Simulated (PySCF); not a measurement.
Radial density of P⁺ (phosphorus, charge +1)

UHF, [Ne] 3s1 3p3, high-spin 5S determinant (an excited configuration). Calculation: PySCF 2.14, in aug-cc-pV(D+d)Z; the non-relativistic Hamiltonian (point nucleus).

```csv
r (bohr),4πr²ρ (e/bohr),4πr²(ρα − ρβ)
0.00147,0.05665,0.0002
0.00247,0.1560,0.0005
0.00416,0.4186,0.0013
0.00700,1.089,0.0033
0.0118,2.669,0.0080
0.0198,5.946,0.0177
0.0333,11.26,0.0332
0.0560,16.34,0.0491
0.0942,15.83,0.0669
0.159,11.12,0.1686
0.267,13.68,0.4034
0.448,14.99,0.2604
0.754,5.400,0.1032
1.27,2.111,1.7679
2.13,1.911,1.9097
3.59,0.2892,0.2892
6.04,0.002951,0.0029
10.2,3.475e-05,0.0000
```
